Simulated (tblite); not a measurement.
Compound: C6H13AlN2.
SMILES with atom numbers: `[CH3:1][C:2]#[N+:3][AlH2-:4][N:5]1[CH2:6][CH2:7][CH2:8][CH2:9]1` (hydrogens: H10, H11, H12 on C1; H13, H14 on Al4; H15, H16 on C6; H17, H18 on C7; H19, H20 on C8; H21, H22 on C9)
Bond orders are those of one Lewis drawing.

Computed with GFN2-xTB (tblite), gas phase: L-BFGS steps from a force-field or distance-geometry start until the largest atomic force falls under 0.01 eV/Å.

Step 4: E = -717.9449 eV
```
atom  x, y, z in Å  |  force x, y, z in eV/Å
C1      4.7267   -0.4903   -0.4356    0.110  -0.001  -0.042
C2      3.3698   -0.4414   -0.0359   -0.559  -0.027   0.219
N3      2.2688   -0.4293    0.2929    0.180  -0.013  -0.054
Al4     0.3443   -0.3722    0.8752   -0.151  -0.061   0.237
N5     -0.5362    0.5940   -0.4225   -0.064  -0.131   0.047
C6     -1.4377    1.4333    0.3586    0.017   0.039   0.044
C7     -2.5595    0.4751    0.7193   -0.125   0.097  -0.028
C8     -2.7983   -0.1402   -0.6420    0.007  -0.008  -0.098
C9     -1.3774   -0.3521   -1.1661   -0.014  -0.008  -0.064
H10     5.3576   -0.7552    0.4086    0.040  -0.029   0.131
H11     5.0288    0.4838   -0.8124    0.042   0.059  -0.102
H12     4.8335   -1.2478   -1.2085    0.064  -0.011  -0.128
H13     0.3212    0.3383    2.2550    0.350  -0.007   0.157
H14    -0.1477   -1.8645    0.9395    0.352  -0.113  -0.002
H15    -1.8194    2.2968   -0.2101    0.074  -0.073  -0.029
H16    -0.9290    1.7896    1.2574    0.076   0.226  -0.035
H17    -2.1484   -0.2621    1.4200   -0.141   0.061  -0.028
H18    -3.4583    0.9374    1.1115   -0.061   0.121   0.231
H19    -3.4138   -1.0365   -0.6304    0.041  -0.042  -0.055
H20    -3.2595    0.6378   -1.2523   -0.282  -0.179  -0.136
H21    -1.3539   -0.2016   -2.2521    0.186   0.154  -0.050
H22    -1.0221   -1.3736   -0.9562   -0.142  -0.055  -0.215
```

Step 5: E = -717.9870 eV
```
atom  x, y, z in Å  |  force x, y, z in eV/Å
C1      4.7315   -0.4897   -0.4380   -0.312  -0.078   0.181
C2      3.3669   -0.4437   -0.0297   -0.180  -0.022   0.029
N3      2.2665   -0.4302    0.2931   -0.007  -0.011   0.023
Al4     0.3177   -0.3696    0.8921    0.237  -0.204   0.172
N5     -0.5368    0.5834   -0.4141   -0.139   0.019  -0.019
C6     -1.4393    1.4322    0.3596    0.188  -0.014   0.221
C7     -2.5671    0.4828    0.7169   -0.134   0.067  -0.043
C8     -2.7949   -0.1413   -0.6465   -0.289   0.102  -0.054
C9     -1.3774   -0.3514   -1.1699    0.038  -0.030  -0.161
H10     5.3536   -0.7543    0.4086    0.128  -0.052   0.186
H11     5.0289    0.4767   -0.8156    0.095   0.296  -0.151
H12     4.8377   -1.2408   -1.2100    0.057  -0.152  -0.215
H13     0.3444    0.3356    2.2604    0.282   0.052   0.255
H14    -0.1240   -1.8703    0.9386    0.271  -0.143   0.023
H15    -1.8125    2.2871   -0.2069   -0.030   0.163  -0.236
H16    -0.9230    1.8065    1.2545   -0.017   0.079  -0.114
H17    -2.1595   -0.2534    1.4139   -0.066  -0.066   0.080
H18    -3.4610    0.9439    1.1288   -0.025   0.096   0.065
H19    -3.4116   -1.0367   -0.6353    0.069  -0.096  -0.003
H20    -3.2777    0.6236   -1.2588   -0.181  -0.135  -0.133
H21    -1.3419   -0.1923   -2.2598    0.135   0.141   0.105
H22    -1.0308   -1.3788   -0.9682   -0.118  -0.013  -0.211
```

Step 6: E = -718.0145 eV
```
atom  x, y, z in Å  |  force x, y, z in eV/Å
C1      4.7326   -0.4902   -0.4381   -0.467  -0.065   0.227
C2      3.3615   -0.4457   -0.0249    0.177  -0.020  -0.119
N3      2.2616   -0.4309    0.2946   -0.147  -0.011   0.077
Al4     0.3046   -0.3718    0.9066    0.398  -0.207   0.085
N5     -0.5391    0.5763   -0.4089   -0.091   0.044   0.034
C6     -1.4388    1.4317    0.3619    0.172   0.004   0.189
C7     -2.5741    0.4890    0.7150   -0.093   0.019  -0.027
C8     -2.7967   -0.1410   -0.6508   -0.364   0.145  -0.011
C9     -1.3779   -0.3510   -1.1741   -0.003   0.008  -0.136
H10     5.3531   -0.7547    0.4122    0.097  -0.033   0.116
H11     5.0303    0.4765   -0.8200    0.058   0.247  -0.092
H12     4.8412   -1.2386   -1.2145    0.029  -0.133  -0.144
H13     0.3654    0.3347    2.2689    0.235   0.066   0.276
H14    -0.1029   -1.8769    0.9384    0.216  -0.166   0.041
H15    -1.8080    2.2830   -0.2086   -0.053   0.219  -0.288
H16    -0.9186    1.8197    1.2519   -0.058  -0.019  -0.132
H17    -2.1685   -0.2488    1.4113   -0.048  -0.104   0.095
H18    -3.4635    0.9503    1.1417    0.003   0.077  -0.053
H19    -3.4089   -1.0388   -0.6386    0.067  -0.129   0.035
H20    -3.2937    0.6122   -1.2662   -0.122  -0.087  -0.131
H21    -1.3312   -0.1833   -2.2635    0.087   0.138   0.145
H22    -1.0388   -1.3826   -0.9803   -0.093   0.009  -0.190
```

Step 7: E = -718.0509 eV
```
atom  x, y, z in Å  |  force x, y, z in eV/Å
C1      4.7291   -0.4911   -0.4359   -0.391  -0.022   0.148
C2      3.3532   -0.4490   -0.0193    0.353  -0.010  -0.213
N3      2.2527   -0.4321    0.2981   -0.116  -0.014   0.081
Al4     0.2948   -0.3790    0.9287    0.507  -0.125  -0.043
N5     -0.5432    0.5659   -0.3999    0.009  -0.006   0.167
C6     -1.4371    1.4320    0.3660    0.045   0.048   0.017
C7     -2.5856    0.4980    0.7125   -0.012  -0.022   0.001
C8     -2.8049   -0.1382   -0.6573   -0.308   0.120   0.045
C9     -1.3805   -0.3491   -1.1811   -0.076   0.079  -0.014
H10     5.3536   -0.7557    0.4192   -0.024   0.017  -0.057
H11     5.0325    0.4792   -0.8274   -0.052   0.033   0.056
H12     4.8466   -1.2372   -1.2229   -0.038  -0.016   0.059
H13     0.4011    0.3349    2.2872    0.170   0.046   0.232
H14    -0.0676   -1.8904    0.9392    0.149  -0.183   0.068
H15    -1.8020    2.2804   -0.2163   -0.036   0.179  -0.265
H16    -0.9126    1.8387    1.2466   -0.095  -0.133  -0.115
H17    -2.1829   -0.2441    1.4089   -0.045  -0.111   0.064
H18    -3.4673    0.9616    1.1592    0.038   0.052  -0.203
H19    -3.4039   -1.0448   -0.6425    0.053  -0.139   0.086
H20    -3.3201    0.5944   -1.2804   -0.064  -0.002  -0.117
H21    -1.3138   -0.1669   -2.2668    0.002   0.144   0.145
H22    -1.0524   -1.3881   -1.0021   -0.067   0.065  -0.142
```

**Question.** Estimate the geometry and energy of step 8. (The exact step hangs on the optimiser's Hessian estimate; all steps are aligned on step 7, rigid shifts and turns removed.)

**Answer.** E = -718.0770 eV, largest force 0.487 eV/Å
```
atom  x, y, z in Å  |  force x, y, z in eV/Å
C1      4.7228   -0.4919   -0.4331   -0.173   0.013   0.029
C2      3.3474   -0.4514   -0.0174    0.273   0.001  -0.194
N3      2.2464   -0.4333    0.3015    0.010  -0.016   0.045
Al4     0.2985   -0.3868    0.9437    0.476  -0.029  -0.099
N5     -0.5459    0.5577   -0.3905    0.050  -0.087   0.252
C6     -1.4363    1.4339    0.3676   -0.069   0.052  -0.131
C7     -2.5938    0.5039    0.7110    0.044  -0.026   0.000
C8     -2.8155   -0.1347   -0.6615   -0.152   0.050   0.062
C9     -1.3845   -0.3460   -1.1854   -0.101   0.120   0.097
H10     5.3536   -0.7563    0.4235   -0.126   0.053  -0.171
H11     5.0327    0.4814   -0.8313   -0.139  -0.131   0.161
H12     4.8496   -1.2365   -1.2277   -0.090   0.071   0.201
H13     0.4302    0.3358    2.3050    0.127  -0.002   0.138
H14    -0.0392   -1.9037    0.9411    0.122  -0.163   0.083
H15    -1.7981    2.2815   -0.2267    0.002   0.075  -0.190
H16    -0.9097    1.8500    1.2415   -0.109  -0.173  -0.077
H17    -2.1943   -0.2429    1.4085   -0.056  -0.067   0.002
H18    -3.4696    0.9710    1.1680    0.038   0.044  -0.267
H19    -3.3993   -1.0518   -0.6436    0.036  -0.102   0.115
H20    -3.3409    0.5821   -1.2932   -0.039   0.043  -0.078
H21    -1.3012   -0.1521   -2.2666   -0.066   0.162   0.115
H22    -1.0636   -1.3906   -1.0207   -0.058   0.112  -0.093
```

The energy changes by -0.0260 eV. The first-order estimate −F·Δx gives -0.0346 eV and the mean of the old and new forces, exact on a quadratic surface, -0.0260 eV. The step makes an angle of 65° with the force vector and moves no atom by more than 0.034 Å.

The cost below is that of the whole relaxation. On one thread of an Arm Neoverse N1 (shared host), this took 3.5 s.
